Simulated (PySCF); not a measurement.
Compound: C6H6NO (charge +1).
SMILES: `[O+]#CCn1cccc1`

Jobs on this species (14 atoms, 56 electrons) with PySCF (density fitting). Hardware of each: one thread of an x86-64 server, shared host. The host was shared with other jobs, so the times are rough.

```tsv
level and settings	work	basis functions	SCF cycles	wall time
PBE0-D3(BJ)/def2-SVP, grid level 1	geometry optimisation from a GFN2-xTB start	142	?	?
PBE0/def2-SVPD, IEF-PCM dichloromethane	6 singlets by full TDDFT, polarisability	211	?	?
PBE0/def2-SVPD, IEF-PCM benzene	6 singlets by full TDDFT, polarisability	211	14	19 s
PBE0/pcSseg-1, IEF-PCM dichloromethane	shieldings, ring-centre shieldings	166	14	13 s
PBE0/def2-SVPD	6 singlets by full TDDFT, polarisability, dynamic polarisability	211	16	24 s
PBE0/pcSseg-1, IEF-PCM benzene	shieldings, ring-centre shieldings, charges and field gradients	166	14	15 s
```

**Question.** Fill in the missing figures.

**Answer.** 
- PBE0-D3(BJ)/def2-SVP, grid level 1; geometry optimisation from a GFN2-xTB start: 50 s, 70 SCF cycles
- PBE0/def2-SVPD, IEF-PCM dichloromethane; 6 singlets by full TDDFT, polarisability: 20 s, 14 SCF cycles

**Question.** What do all jobs in the table cost together?

**Answer.** About 2.4 min; the longest takes about 35 % of that, and about 3.8 times as long as the shortest.
